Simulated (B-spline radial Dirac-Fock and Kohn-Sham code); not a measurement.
## Binding energies of Br³⁺ at several levels of theory

System: bromine as Br³⁺, configuration [Ar] 3d10 4s2 4p2.

The density-functional columns are spherical, spin-unpolarised Dirac-Kohn-Sham results without Breit or QED terms: −ε is minus the orbital energy of the initial state and ΔSCF the difference of two total energies. The reference in the last column comes from relaxed Dirac-Fock hole states (ΔSCF) with Breit and QED corrections and a finite nucleus. All numbers are from a radial atomic solver, in eV; a selection of levels is shown. The Kohn-Sham columns are given as differences from the reference. For the 1s level of heavy atoms much of the gap between ΔSCF and the reference is the Breit and QED part, -30.0 eV here; for other levels the error of the functional can be larger.

```
level  PBE −ε − DF  PBE ΔSCF − DF  LDA −ε − DF  LDA ΔSCF − DF  Dirac-Fock
   1s       -171.9          +49.6       -194.1          +26.8     13524.5
   2s        -67.4          -29.9        -70.0          -32.2      1838.5
2p1/2        -48.8           -2.9        -49.5           -3.5      1647.6
2p3/2        -49.7           -5.0        -50.3           -5.6      1600.9
   3s        -33.1          -18.0        -33.9          -18.8       309.5
3p1/2        -25.5          -10.5        -25.8          -10.7       242.0
3p3/2        -25.5          -10.6        -25.7          -10.9       235.1
3d3/2        -13.0           +1.7        -12.6           +2.0       118.6
3d5/2        -13.0           +1.5        -12.7           +1.8       117.6
   4s         -5.3           +1.6         -5.0           +1.9       59.50
   4p         -5.4           +0.7         -5.1           +1.1       45.30
```

Values without a named source are computed, but for edge energies of neutral atoms, which are taken from tables.
